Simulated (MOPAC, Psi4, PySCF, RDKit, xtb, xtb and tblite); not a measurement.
Two geometries of SMILES c1csc(/C=[CH]\[GeH3])c1 (C6H8GeS), relaxed at GFN2-xTB with one dihedral held; other torsions can differ between them too.

Structure A

```
16

Ge     2.3933     1.3046    -0.1845
C      2.0031    -0.5957    -0.2600
C      0.8179    -1.2096    -0.1698
C     -0.4648    -0.5992     0.0097
C     -1.6699    -1.2522     0.0986
C     -2.7623    -0.3855     0.2732
C     -2.3862     0.9209     0.3166
S     -0.6893     1.1152     0.1443
H      2.0227     1.9373     1.1161
H      3.8770     1.4432    -0.3411
H      1.7553     2.0867    -1.2847
H      2.8724    -1.2272    -0.3949
H      0.7725    -2.2932    -0.2335
H     -1.7607    -2.3226     0.0394
H     -3.7817    -0.7162     0.3627
H     -3.0031     1.7888     0.4397
```

Structure B

```
16

Ge     2.1464     1.2123    -0.1489
C      2.0228    -0.7231    -0.3218
C      0.8702    -1.3772    -0.2403
C     -0.3855    -0.6817     0.0337
C     -0.9593    -0.4084     1.2369
C     -2.1778     0.2997     1.1231
C     -2.5144     0.5520    -0.1649
S     -1.3538    -0.0704    -1.2716
H      1.4689     1.7170     1.0809
H      3.5859     1.6085    -0.0841
H      1.5340     1.9051    -1.3209
H      2.9310    -1.2777    -0.5192
H      0.8111    -2.4543    -0.3659
H     -0.5236    -0.7066     2.1745
H     -2.7696     0.6052     1.9674
H     -3.3738     1.0679    -0.5443
```

Question: Which is lower in energy at the level B3LYP-D3(BJ)/def2-SVP // GFN2-xTB (Psi4), and by how much?

Answer: A is lower, by 3.95 kcal/mol (dihedral C2–C3–C4–S8: 0° in A, 90° in B).

E(B) − E(A) in kcal/mol at the other levels, on the same two geometries: GFN2-xTB (xtb and tblite) 5.71; B3LYP/def2-SVP // GFN2-xTB (Psi4) 4.05; PBE/def2-SVP // GFN2-xTB (Psi4) 5.46; PBE-D3(BJ)/def2-SVP // GFN2-xTB (Psi4) 5.31; UFF // GFN2-xTB (RDKit) -0.76; PM6, restricted, heats of formation // GFN2-xTB (MOPAC) -0.90; AM1, restricted, heats of formation // GFN2-xTB (MOPAC) 2.38; GFN1-xTB // GFN2-xTB (xtb) 10.31; restricted B3LYP/6-31G*, spherical d, density fitting // GFN2-xTB (PySCF) 3.52; restricted LDA (SVWN5)/6-31G*, spherical d, density fitting // GFN2-xTB (PySCF) 6.77; restricted Hartree-Fock/3-21G, density fitting // GFN2-xTB (PySCF) -0.08; restricted MP2 (frozen core)/3-21G // GFN2-xTB (PySCF) 0.06.
